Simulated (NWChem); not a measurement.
System: GeNH5O2; SMILES [OH][GeH]([NH2])[OH]

NWChem input:

```
start job
memory heap 200 mb stack 900 mb global 1100 mb
geometry units angstroms noautoz
  Ge    -0.042387     0.009049     0.318163
  N     -0.117981    -1.642477    -0.435991
  O     -1.249695     1.127103    -0.339233
  O      1.492715     0.771018    -0.147248
  H     -0.206234    -0.122530     1.837391
  H     -0.628863    -2.341085     0.095943
  H     -0.428191    -1.666422    -1.403765
  H     -0.816442     1.871612    -0.773100
  H      2.153216     0.107937    -0.376449
end
basis spherical
  * library 6-31g*
end
dft
  xc xpbe96 cpbe96
  iterations 150
  mulliken
end
task dft energy
```

Structure relaxed at the PBE0/def2-SVP level.

Question: Give the results of this calculation. (PBE/6-31G* (spherical d).) Quantities: energy (Ha); highest occupied level (eV); orbital gap (eV); dipole (D).

Answer: 
```json
{
  "energy (Ha)": "-2284.41",
  "highest occupied level (eV)": "-5.89",
  "orbital gap (eV)": "6.00",
  "dipole (D)": "1.77"
}
```
